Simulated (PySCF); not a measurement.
Gas-phase reaction: GeCl₄ → GeCl₃ + Cl

Computed with PySCF (xtb for GFN2) and rigid-rotor harmonic-oscillator thermochemistry at 1 bar. † marks an energy on the PBE0/def2-TZVP geometry and frequencies; other levels use their own. MP2 and CCSD(T) freeze the core. 6-31G* has spherical d functions here. Open shells (unrestricted): GeCl₃ (multiplicity 2), Cl (multiplicity 2, electronic degeneracy 6); the rest are closed-shell singlets. GFN2 has no spin-polarisation term. Spin-orbit splitting is ignored; it lowers the true energy and changes the entropy of Cl. B3LYP is the form with VWN-RPA correlation. Ge: all electrons, no relativistic terms. GeCl₃: computed as isolated molecules; such fragments, hydroxides, amides, oligomers or adducts are transient or little studied in the gas. MP2 isn't extrapolated to the basis-set limit; its ΔH°(298 K) is 382.1 kJ in def2-SVP and 407.0 kJ in def2-TZVPP. CCSD(T) isn't extrapolated to the basis-set limit. The harmonic model lacks anharmonicity and excited electronic states, which grow with temperature; levels with a mode under 35 cm⁻¹ are left out.

```
level               ΔE electronic, kJ  ΔH°(298 K), kJ  ΔS°(298 K), J/K  ΔG°(2500 K), kJ
------------------  -----------------  --------------  ---------------  ---------------
B3LYP/6-31G*                      334             332              156              -50
B3LYP/def2-TZVP†                  347             344              155              -36
CCSD(T)/def2-SVP†                 365             363              155              -17
GFN2-xTB                          328             326              152              -44
HF/6-31G*                         263             261              156             -122
HF/def2-TZVP†                     282             280              155             -101
MP2/def2-TZVPP†                   410             407              155               27
PBE0/def2-QZVP†                   372             369              155              -11
r2SCAN/def2-TZVP†                 376             373              155               -7
LDA/def2-TZVP†                    431             428              155               48
ωB97X-V/def2-TZVP†                393             390              155               10
```
ΔH° is lowest at HF/6-31G* and highest at LDA/def2-TZVP†. No reference value is set beside these.
